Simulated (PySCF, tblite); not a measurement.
Isomers of C5H15NSi, one GFN2-xTB conformer each. Single-point energies are computed at PBE0/pcSseg-1 (PySCF, gas phase, no added dispersion term), electronic only.

```
           SMILES  GFN2-xTB relative energy (kcal/mol)
   CCN[SiH2]C(C)C                                  0.0
CC[Si@@H](C)N(C)C                                  7.0
```

Conformers: `[CH3:1][CH2:2][NH:3][SiH2:4][CH:5]([CH3:6])[CH3:7]` with C1–C2–N3–Si4 -81°, C2–N3–Si4–C5 -53°, N3–Si4–C5–C6 -56°; `[CH3:1][CH2:2][Si@@H:3]([CH3:4])[N:5]([CH3:6])[CH3:7]` with C1–C2–Si3–C4 -62°, C2–Si3–N5–C6 -162°.

Task: What does PBE0/pcSseg-1 give for the same structures?

Result: 
```json
{"SMILES": "CC[Si@@H](C)N(C)C", "PBE0/pcSseg-1 E (Eh)": "-543.35363", "PBE0/pcSseg-1 (kcal/mol)": "0.0", "GFN2-xTB (kcal/mol)": "7.0", "point group": "C1"}
{"SMILES": "CCN[SiH2]C(C)C", "PBE0/pcSseg-1 E (Eh)": "-543.34807", "PBE0/pcSseg-1 (kcal/mol)": "3.5", "GFN2-xTB (kcal/mol)": "0.0", "point group": "C1"}
```

GFN2-xTB puts CCN[SiH2]C(C)C lowest instead. As drawn, the higher has an N–H bond, which the lower lacks.

Task: Which frontier levels, dipoles and rotational constants go with these structures?

Result: 
```
           SMILES  HOMO (eV, PBE0/pcSseg-1)  LUMO (eV)  dipole (D)     A, B, C (MHz)
CC[Si@@H](C)N(C)C                     -6.14       1.24        0.54  2454, 1672, 1219
   CCN[SiH2]C(C)C                     -6.61       1.08        1.00  3539, 1091, 1029
```

Task: What happens when harmonic zero-point energies from GFN2-xTB frequencies are added?

Result: 
| SMILES | ZPE (kcal/mol) | electronic (kcal/mol) | with ZPE (kcal/mol) |
| --- | --- | --- | --- |
| CC[Si@@H](C)N(C)C | 120.3 | 0.0 | 0.0 |
| CCN[SiH2]C(C)C | 120.0 | 3.5 | 3.2 |

The zero-point energies span 0.3 kcal/mol. The order is unchanged.
